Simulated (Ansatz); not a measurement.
Compare A (`C=[N][SnH]([CH3])[OH]`) with its isomer B (`N=C(O)[CH2][SnH3]`).

Computed with Ansatz on PBE0-D4/def2-TZVP structures; ΔE is electronic, products minus reactants. CCSD(T)/CBS adds triple-zeta CCSD(T) − MP2 to the extrapolated MP2 energy (def2 sets, frozen cores). DFT in def2-TZVPP. B3LYP here is the variant with VWN-RPA as its local correlation; programs differ in this. Elements past krypton have def2 core potentials. For Sn outer-core shells are correlated without core-valence functions, which leaves a few kJ/mol of doubt a bond. One conformer a species, not always the lowest.

A:

Z-matrix (Å, degrees):
```
Sn
N 1 2.053
O 1 1.978 2 107.3
C 1 2.128 2 108.1 3 -118.8
H 1 1.702 2 109.1 3 113.1
C 2 1.259 1 119.1 3 -3.4
H 3 0.959 1 113.5 2 -89.2
H 4 1.090 1 109.5 2 58.0
H 4 1.090 1 109.5 2 -61.2
H 4 1.090 1 110.2 2 178.5
H 6 1.099 2 119.4 1 179.7
H 6 1.101 2 125.4 1 -0.4
```

B:

```xyz
12

N     1.802   -0.235    1.329
C     1.186   -0.102    0.231
O     1.472   -0.946   -0.783
C     0.116    0.852   -0.140
Sn   -1.779   -0.174   -0.386
H     1.504    0.457    2.008
H     2.162   -1.536   -0.451
H     0.336    1.316   -1.104
H     0.002    1.626    0.616
H    -1.849   -0.905   -1.922
H    -3.023    0.988   -0.243
H    -1.928   -1.341    0.847
```

Q: Which isomer does CCSD(T)/CBS put lower? Give the gap. (An estimate is asked.)

A: The calculation gave: A, by 12.8 kcal/mol.

Q: Give E(B) − E(A) in kcal/mol with CCSD/def2-TZVPP, HF/def2-TZVPP, B3LYP, B2PLYP, PBE0-D4, CCSD(T)/def2-TZVPP, B3LYP-D4. (Estimate.)

A: The calculation gave: CCSD/def2-TZVPP 9.4, HF/def2-TZVPP 8.4, B3LYP 9.4, B2PLYP 10.7, PBE0-D4 4.7, CCSD(T)/def2-TZVPP 9.7, B3LYP-D4 8.9. None reverses the order clearly.

Largest T1 diagnostic: 0.014.

In def2-TZVPP, CCSD(T) changes the Hartree–Fock value by +1.3 kcal/mol (the triples alone add +0.3 kcal/mol) and MP2 by +2.8 kcal/mol. From PBE to PBE0 (25 % exact exchange), in def2-TZVPP and without D4, E(B) − E(A) moves by −1.4 kcal/mol.
